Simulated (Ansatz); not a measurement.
Born–Oppenheimer molecular dynamics of C₂H₇FO₂Si (13 atoms, charge 0, multiplicity 1). It starts from a relaxed structure.

All numbers below come from Ansatz, RKS PBE-D4/def2-SVP.

* ensemble: NVT, Langevin thermostat
* time step: 0.5 fs
* steps asked: 100
* set temperature: 300 K
* friction: 0.05 /fs
* seed: 778158

First frame:

```xyz
13
Properties=species:S:1:pos:R:3
Si -0.190 -0.346 -0.498
F -0.017 -0.662 1.100
O 1.304 -0.418 -1.195
C 2.458 -1.068 -0.688
H 2.596 -2.059 -1.173
H 3.350 -0.447 -0.916
H 2.406 -1.218 0.411
O -0.747 1.190 -0.747
C -2.107 1.583 -0.749
H -2.434 1.902 0.265
H -2.231 2.443 -1.438
H -2.788 0.769 -1.090
H -1.164 -1.344 -1.036
```

Question: What does the run give?

Answer: All steps were run.

```json
{
  "steps done": "100",
  "time covered": "50 fs",
  "mean temperature over the second half": "288 K",
  "spread of the potential energy over the second half": "9.9 meV per atom",
  "mean potential energy of the second half above the start": "22.5 meV per atom"
}
```

A run of 0.05 ps of so small a system gives no equilibrium averages.

Question: What happens to the structure?

Answer: The same pairs are bonded in the first frame and the last. Pairs count as bonded within 1.25 times the sum of covalent radii (0.12 Å more for H–H). Another seed would give other details.

Question: How do temperature and energy run in time?

Answer: 
| time (fs) | T (K) | potential energy less start (eV) |
| --- | --- | --- |
| 0 | 277 | 0.000 |
| 4 | 207 | 0.242 |
| 8 | 187 | 0.241 |
| 12 | 217 | 0.159 |
| 16 | 231 | 0.182 |
| 20 | 149 | 0.313 |
| 24 | 209 | 0.264 |
| 28 | 326 | 0.126 |
| 32 | 238 | 0.265 |
| 36 | 305 | 0.191 |
| 40 | 299 | 0.285 |
| 44 | 333 | 0.419 |
| 48 | 262 | 0.497 |

Time of the run: 3.9 min on 2 threads of Arm Neoverse V2, with other jobs on the host, peak memory 0.16 GiB.
